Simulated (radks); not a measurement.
Q: Ionisation of the beryllium ion Be2+, [He], to 1s1 as the strength of local exchange is varied. Calculated with a radial shooting solver on a logarithmic mesh with Libxc functionals: Dirac Kohn-Sham, Slater X-alpha exchange (alpha = 2/3 is LDA exchange), no correlation, spin-unpolarised, spherical densities, point nucleus.

| alpha | E(Be2+) (hartree) | exchange (hartree) | IE (eV) | -e of the level emptied (eV) | <r> of it (bohr) |
|---|---|---|---|---|---|
| 0.599 | -13.10211 | -1.71744 | 151.76 | 125.58 (1s1/2) | 0.4256 |
| 0.605 | -13.11932 | -1.73594 | 152.03 | 125.86 (1s1/2) | 0.4253 |
| 0.667 | -13.29791 | -1.92862 | 154.80 | 128.68 (1s1/2) | 0.4218 |
| 0.774 | -13.60934 | -2.26762 | 159.64 | 133.63 (1s1/2) | 0.4158 |
| 0.843 | -13.81235 | -2.49057 | 162.81 | 136.87 (1s1/2) | 0.4120 |
| 0.876 | -13.91004 | -2.59840 | 164.34 | 138.44 (1s1/2) | 0.4102 |
| ? | -13.58299 | -2.23879 | 159.23 | 133.21 (1s1/2) | 0.4163 |

Which alpha was used in the last row?

A: alpha = 0.765. NIST Atomic Spectra Database: 153.90 eV (theoretical). The Delta-SCF value meets it near alpha = 0.65. Spin polarisation and multiplet splitting are left out, so open shells lie too high by an amount that depends on their filling.

Beside tabulated values, note that spin-unpolarised runs miss the spin-polarisation part of the exchange energy of open shells.
